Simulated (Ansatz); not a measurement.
`C[NH][ZnH]` + `FC(F)(F)S` → `CSC(F)(F)F` + `[NH2][ZnH]` at 400 K and 1 bar (substitution at a C–N bond).

Calculated with Ansatz (gas phase, PBE0-D4/def2-TZVP geometries, no zero-point term in ΔE). CBS: MP2 limit from def2 TZ/QZ plus the TZ coupled-cluster correction, frozen cores. For Zn outer-core shells are correlated without core-valence functions, which leaves a few kJ/mol of doubt a bond. Scalar relativity is left out up to krypton. One conformer a species, not always the lowest.

```csv
species,CCSD(T)/CBS energy (Eh),H − E (kJ/mol),S (J/(mol·K))
`C[NH][ZnH]`,-1874.12279,180.7,329.0
`FC(F)(F)S`,-735.79424,86.2,330.1
`CSC(F)(F)F`,-775.05641,170.5,371.8
`[NH2][ZnH]`,-1834.88092,99.5,279.2
```

H − E and S are ideal-gas, rigid-rotor, harmonic terms from PBE0-D4/def2-TZVP, for one conformer and one mirror image of each species. 1 Eh = 2625.50 kJ/mol, R = 8.31446 J/(mol·K).

Problem. By hand: ΔE, ΔH, ΔS and ΔG.

Solution. ΔE = (-775.05641) + (-1834.88092) − (-1874.12279) − (-735.79424) = -0.02030 Eh = -53.3 kJ/mol. Δ(H − E) = 170.5 + 99.5 − 180.7 − 86.2 = 3.1, so ΔH = -50.2 kJ/mol. ΔS = 371.8 + 279.2 − 329.0 − 330.1 = -8.1 J/(mol·K). ΔG = -50.2 − 400 × (-8.1)/1000 = -47.0 kJ/mol.

Problem. By hand: the equilibrium constant, and the temperature at which ΔG would vanish if ΔH and ΔS stayed fixed.

Solution. log₁₀ K = −ΔG/(RT ln 10) = 6.1. ΔG = 0 at ΔH/ΔS = 6198 K, far beyond where these terms or the molecules hold.

The number of gas molecules stays the same, so ΔS is small and ΔH decides. A doubt of 5 kJ/mol in ΔE shifts log₁₀ K by 0.7 here. Other conformers and mirror images would add mixing entropy, several J/(mol·K) or more a flexible species. These are equilibria of isolated gas molecules and say nothing of rates. Largest T1 diagnostic: 0.016 (customary marks: 0.02 for closed shells, 0.045 for open ones).
